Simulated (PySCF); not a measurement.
Mg(I)(SiH3) (H₃IMgSi), SMILES [SiH3][Mg][I]. Atoms are numbered in the order given.

```xyz
6

Mg     0.0000     0.0000     1.1166
I      0.0000     0.0000    -1.4673
Si     0.0000     0.0000     3.6860
H     -1.2119    -0.6997     4.2546
H      0.0000     1.3994     4.2546
H      1.2119    -0.6997     4.2546
```

Geometry optimised at PBE-D3(BJ)/def2-SVP. The def2 effective core potentials stand for the cores of I; spin–orbit coupling is left out.

Method: PBE-D3(BJ)/def2-SVP run with PySCF.

Frequencies are harmonic and unscaled.

Modes within 1.5 cm⁻¹ of each other (mostly degenerate sets) share a row, with their intensities summed.

Computed vibrational spectrum:
| mode | ν (cm⁻¹) | IR (km/mol) | moving atoms (share of kinetic energy) |
|---|---|---|---|
| 1–2 | 86 | 29.9 | Mg 76 %, H 10 %, Si 10 % |
| 3 | 187 | 5.0 | Si 61 %, I 26 % |
| 4–5 | 380 | 0.4 | H 86 %, Si 10 % |
| 6 | 431 | 70.4 | Mg 81 %, Si 14 % |
| 7 | 803 | 299.2 | H 92 %, Si 8 % |
| 8–9 | 904 | 64.9 | H 98 % |
| 10 | 2123 | 74.1 | H 99 % |
| 11–12 | 2138 | 152.0 | H 96 % |
